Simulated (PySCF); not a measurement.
**Does the structure fit the spectrum?**

A compound C3H7FO3Si2 gives the data below (simulated from a calculation) and was assigned the structure `O=C([SiH3])O[C@]1(F)CO[SiH2]1`.

13C{1H} NMR (computed): δ 173.7 (C), 151.3 (C), 113.2 (CH2).

1H NMR (600 MHz, computed): δ 6.48 (br s, 1H), 6.05 (br s, 1H), 5.78 (br s, 1H), 5.61 (m, 1H), 3.34 (m, 3H).

PySCF calculation with geometry: GFN2-xTB and σ from GIAO-PBE0/pcSseg-1; equivalent nuclei averaged, no relativistic terms, in vacuum, a single conformation.

δ = σ(ref) − σ, references computed at the same level: 1H, 13C against TMS.

Q: Compare with the shifts computed for the proposed structure, pairing carbons in order of shift.

A: Structure with atom numbers: `[O:1]=[C:2]([SiH3:3])[O:4][C@:5]1([F:6])[CH2:7][O:8][SiH2:9]1` (H(Xn): hydrogen on atom n).

```tsv
atom	computed for proposal	given list	difference
C2	192.5	173.7	+18.8
C5	120.5	151.3	-30.8
C7	79.7	113.2	-33.5
```

The rms difference is 28.4 ppm and the largest -33.5 ppm at C7 (sp3 CH2 bonded to O). The proposal doesn't fit.

Q: Which isomer fits?

A: `OC(C(=C)O[Si@@H](F)[SiH3])=O`.

1. Carbon types of the structure: 2 × C, 1 × CH2, leaving 5 H on heteroatoms.
2. δC 173.7: carboxylic acid carbon; lone-pair donation from the attached heteroatom keeps it upfield of a ketone carbonyl.
3. δC 151.3: alkene carbon bearing oxygen; an sp2 carbon further deshielded by the attached heteroatom.
4. δC 113.2: β carbon of a C=C–C=O unit.
5. δH 6.48: hydrogen on an acid hydroxyl oxygen; exchangeable; this is the value without hydrogen bonding to other molecules.

The data come from this structure; uniqueness wasn't tested.

The OH or NH signal is concentration- and solvent-dependent in practice; the value given is the gas-phase one. Splittings by 19F in the carbon and heteronuclear signals aren't shown, as no couplings were computed. Shifts are as computed. Against solution values, carbons near 30 ppm lie about +3 ppm off and those near 130 ppm about +5 ppm. Of 1309 compounds with measured shifts, 239 miss one by over three times the rms of a fit or turn the order of signals round; such compounds aren't used in these exercises. The C=O carbon of an acid or of an amide with N–H lies up to 10 ppm further downfield in solution, through hydrogen bonding that the calculation lacks. No couplings were computed; multiplicities are counted from neighbouring protons, with m where these are inequivalent, close in shift, in a saturated or five-membered ring or joined by F or P, and br s for small geminal =CH2 splittings.
